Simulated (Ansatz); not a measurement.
Computed with Ansatz on PBE0-D4/def2-TZVP structures; ΔE is electronic, products minus reactants. CCSD(T)/CBS is the MP2 limit (def2-TZVPP, def2-QZVPP) plus CCSD(T) − MP2 in def2-TZVPP, frozen cores. Functionals use def2-TZVPP. For Ge outer-core shells are correlated without core-valence functions, which leaves a few kJ/mol of doubt a bond. Scalar relativity is left out up to krypton. Each species was taken in one conformer, which may not be the lowest.

Consider the redistribution: `[OH][GeH2][NH][SiH](O)O` + `CO[SiH](C)O` → `C[SiH](O)[O][GeH2][OH]` + `CN[SiH](O)O`.

```
         level  ΔE (kcal/mol)
        B2PLYP           -9.7
MP2/def2-TZVPP           -9.9
```

(1) What does CCSD(T)/CBS give? (Best estimate.)

Largest T1 diagnostic among the species: 0.012.

Results:

(1) The calculation gave: -9.6 kcal/mol. The listed levels differ from it by -0.1, -0.3 kcal/mol.

In def2-TZVPP, CCSD(T) changes the Hartree–Fock value by +1.6 kcal/mol (the triples alone add +0.3 kcal/mol) and MP2 by +1.2 kcal/mol.
